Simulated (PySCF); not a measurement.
C5H10GaN.
Cartesian coordinates in Å at the PBE0-D3(BJ)/def2-SVP level; atoms count from 1:
```xyz
17
C5H10GaN angstrom
C      1.4214    1.1939    0.4751
C      1.4567   -0.0838    0.8872
C      1.5728   -1.2848    0.0385
Ga    -0.1553   -2.3306   -0.0872
N     -1.3412   -0.6383   -0.5345
C     -1.6536    0.4710   -0.5445
C     -2.0600    1.8588   -0.5496
H      1.5491    1.4534   -0.5822
H      1.3141    2.0193    1.1847
H      1.3488   -0.2712    1.9651
H      1.9035   -1.0376   -0.9828
H      2.2929   -2.0032    0.4675
H     -0.8321   -2.7487    1.2780
H     -0.3458   -3.2249   -1.3719
H     -2.3953    2.1507   -1.5548
H     -1.2013    2.4777   -0.2539
H     -2.8811    2.0094    0.1657
```

The calculation used PySCF 2.14.0, PBE0-D3(BJ)/def2-SVP geometry optimisation, gas phase.

Masses are those of the commonest isotopes; rigid-rotor values at the optimised geometry. The values belong to one conformer with, in the numbering `[CH2:1]=[CH:2][CH2:3][GaH2-:4][N+:5]#[C:6][CH3:7]`, C1–C2–C3–Ga4 -107°, C2–C3–Ga4–N5 49°, C3–Ga4–N5–C6 -27°.

Q: What are A, B and C (MHz)?

A: Ia = 236.00, Ib = 406.58, Ic = 611.83 u·Å²; 505379 MHz·u·Å²/I gives A = 2141, B = 1243, C = 826.0 MHz.

Q: What kind of rotor is it?

A: An asymmetric top; Ray's κ = -0.366.

Q: What does the inertial defect say?

A: Not planar: Δ = Ic − Ia − Ib = -30.74 u·Å². For a rigid frame Δ = −2 Σ m c², so Σ m c² = 15.37 u·Å² lies off the ab plane: 11.30 from hydrogen and 4.07 from heavier atoms. The atom farthest from that plane is 1.57 Å away.

Q: Give the other two planar moments, Paa and Pbb, and the rms extents of the mass along the axes.

A: Paa = Σ m a² = (Ib + Ic − Ia)/2 = 391.21 and Pbb = Σ m b² = (Ia + Ic − Ib)/2 = 220.63 u·Å². With the mass M = 153.01 u, the rms extents √(P/M) along a, b and c are 1.60, 1.20, 0.32 Å.

Q: List the rotational levels J(Ka,Kc) to J = 3 (cm⁻¹).

A: Above 0(0,0):
J = 1: 1(0,1) 0.0690, 1(1,1) 0.0990, 1(1,0) 0.1129
J = 2: 2(0,2) 0.2032, 2(1,2) 0.2231, 2(1,1) 0.2648, 2(2,1) 0.3547, 2(2,0) 0.3586
J = 3: 3(0,3) 0.3965, 3(1,3) 0.4071, 3(1,2) 0.4899, 3(2,2) 0.5618, 3(2,1) 0.5793, 3(3,1) 0.7485, 3(3,0) 0.7492
The levels of one J sum to (2J + 1)J(J + 1)(A + B + C)/3.

Q: Which lines would a microwave search look for?

A: The dipole components are |μa| = 6.03 D, |μb| = 0.98 D, |μc| = 0.06 D. The squared components, which scale the intensities, stand as 1.00 : 0.03 : 0.00 (a : b : c). Some lines, for components of 0.1 D or more:

```json
{"type": "a", "branch": "Q", "J(Ka,Kc)": "1(1,0) ← 1(1,1)", "MHz": "417", "lower level (cm⁻¹)": "0.099"}
{"type": "a", "branch": "Q", "J(Ka,Kc)": "3(2,1) ← 3(2,2)", "MHz": "526", "lower level (cm⁻¹)": "0.562"}
{"type": "b", "branch": "Q", "J(Ka,Kc)": "1(1,0) ← 1(0,1)", "MHz": "1315", "lower level (cm⁻¹)": "0.069"}
{"type": "b", "branch": "Q", "J(Ka,Kc)": "2(1,1) ← 2(0,2)", "MHz": "1847", "lower level (cm⁻¹)": "0.203"}
{"type": "a", "branch": "R", "J(Ka,Kc)": "1(0,1) ← 0(0,0)", "MHz": "2069", "lower level (cm⁻¹)": "0.000"}
{"type": "a", "branch": "Q", "J(Ka,Kc)": "3(1,2) ← 3(1,3)", "MHz": "2481", "lower level (cm⁻¹)": "0.407"}
{"type": "b", "branch": "Q", "J(Ka,Kc)": "3(2,1) ← 3(1,2)", "MHz": "2681", "lower level (cm⁻¹)": "0.490"}
{"type": "b", "branch": "Q", "J(Ka,Kc)": "3(1,2) ← 3(0,3)", "MHz": "2800", "lower level (cm⁻¹)": "0.397"}
{"type": "b", "branch": "Q", "J(Ka,Kc)": "2(2,0) ← 2(1,1)", "MHz": "2810", "lower level (cm⁻¹)": "0.265"}
{"type": "b", "branch": "R", "J(Ka,Kc)": "1(1,1) ← 0(0,0)", "MHz": "2967", "lower level (cm⁻¹)": "0.000"}
{"type": "a", "branch": "R", "J(Ka,Kc)": "2(1,2) ← 1(1,1)", "MHz": "3721", "lower level (cm⁻¹)": "0.099"}
{"type": "b", "branch": "Q", "J(Ka,Kc)": "2(2,1) ← 2(1,2)", "MHz": "3946", "lower level (cm⁻¹)": "0.223"}
{"type": "a", "branch": "R", "J(Ka,Kc)": "2(0,2) ← 1(0,1)", "MHz": "4023", "lower level (cm⁻¹)": "0.069"}
{"type": "a", "branch": "R", "J(Ka,Kc)": "2(1,1) ← 1(1,0)", "MHz": "4555", "lower level (cm⁻¹)": "0.113"}
{"type": "b", "branch": "R", "J(Ka,Kc)": "2(1,2) ← 1(0,1)", "MHz": "4619", "lower level (cm⁻¹)": "0.069"}
{"type": "b", "branch": "Q", "J(Ka,Kc)": "3(3,0) ← 3(2,1)", "MHz": "5093", "lower level (cm⁻¹)": "0.579"}
{"type": "b", "branch": "R", "J(Ka,Kc)": "3(0,3) ← 2(1,2)", "MHz": "5199", "lower level (cm⁻¹)": "0.223"}
{"type": "a", "branch": "R", "J(Ka,Kc)": "3(1,3) ← 2(1,2)", "MHz": "5517", "lower level (cm⁻¹)": "0.223"}
{"type": "b", "branch": "Q", "J(Ka,Kc)": "3(3,1) ← 3(2,2)", "MHz": "5599", "lower level (cm⁻¹)": "0.562"}
{"type": "b", "branch": "R", "J(Ka,Kc)": "3(1,3) ← 2(0,2)", "MHz": "6114", "lower level (cm⁻¹)": "0.203"}
{"type": "a", "branch": "R", "J(Ka,Kc)": "3(2,1) ← 2(2,0)", "MHz": "6619", "lower level (cm⁻¹)": "0.359"}
{"type": "a", "branch": "R", "J(Ka,Kc)": "3(1,2) ← 2(1,1)", "MHz": "6748", "lower level (cm⁻¹)": "0.265"}
{"type": "b", "branch": "R", "J(Ka,Kc)": "2(2,0) ← 1(1,1)", "MHz": "7782", "lower level (cm⁻¹)": "0.099"}
{"type": "b", "branch": "R", "J(Ka,Kc)": "3(2,2) ← 2(1,1)", "MHz": "8902", "lower level (cm⁻¹)": "0.265"}
{"type": "b", "branch": "R", "J(Ka,Kc)": "3(2,1) ← 2(1,2)", "MHz": "10680", "lower level (cm⁻¹)": "0.223"}
{"type": "b", "branch": "R", "J(Ka,Kc)": "3(3,1) ← 2(2,0)", "MHz": "11691", "lower level (cm⁻¹)": "0.359"}
{"type": "b", "branch": "R", "J(Ka,Kc)": "3(3,0) ← 2(2,1)", "MHz": "11827", "lower level (cm⁻¹)": "0.355"}
```

No frequency check. Zero-point vibration and centrifugal distortion are left out. A rigid rotor knows nothing of internal rotation, which can split or shift real lines. Quadrupole hyperfine structure (14N, 69Ga) is left out.

Time: 2.4 min; peak memory 0.68 GiB. Hardware: one thread of an Arm Neoverse V2, no GPU, shared host. This is the geometry optimisation.
